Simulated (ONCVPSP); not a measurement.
copper, ONCV: configuration errors across variants

copper, optimised norm-conserving Vanderbilt (ONCV), made with ONCVPSP 4.0.1 (PBE, fully relativistic). Core [Ne], reference 3s2 3p6 3d10 4s1. Waves: 3s+4s: rc 1.30 bohr, ncon 4, nbas 8, qcut 7.9 1/bohr, 2 projectors; 3p: rc 1.20 bohr, ncon 4, nbas 7, qcut 14 1/bohr, 1 projector; 3d: rc 1.15 bohr, ncon 4, nbas 8, qcut 11.4 1/bohr, 2 projectors, debl 2.9 Ha. Local part: polynomial inside 1.05 bohr (lpopt 5, dvloc0 -1 Ha). Core correction: polynomial model core, fcfact 0.55.

Open shells are filled in proportion to 2j + 1.

All-electron excitation energies from the reference (eV): (1) 3s2 3p6 3d10 4s0 8.151; (2) 3s2 3p6 3d9 4s0 29.484; (3) 3s1 3p6 3d10 4s1 122.231.

1 further variants failed, have other tests or too few solved ones, and are left out.

Errors AE − PS in meV (a dash: test not solved or not reliable):

```tsv
change	(1)	(2)	(3)	bound ghosts	GHOST(+) flags above zero
base	+3.9	+3.1	-365	none	none
s: qcut 4.9; p: qcut 8.8; d: qcut 7.1	+5.4	+3.7	-590	none	none
s: qcut 6; p: qcut 10.6; d: qcut 8.7	+4.7	+3.6	-531	none	none
s: qcut 6.7; p: qcut 11.8; d: qcut 9.6	+4.4	+3.5	-476	none	none
s: qcut 7.4; p: qcut 13.1; d: qcut 10.7	+4.0	+3.2	-405	none	none
s: qcut 7.7; p: qcut 13.7; d: qcut 11.2	+3.9	+3.2	-376	none	none
s: qcut 8.8; p: qcut 15.7; d: qcut 12.8	+3.6	+3.0	-288	none	none
s: qcut 10.2; p: qcut 18.2; d: qcut 14.8	+3.4	+2.8	-199	none	none
s: qcut 11; p: qcut 19.4; d: qcut 15.8	+3.3	+2.7	-167	none	none
```

(1) Give the same row for: s: qcut 9.4; p: qcut 16.7; d: qcut 13.6.

Results:

(1) +3.5, +2.9, -251; bound ghosts: none; GHOST(+) flags above zero: none.
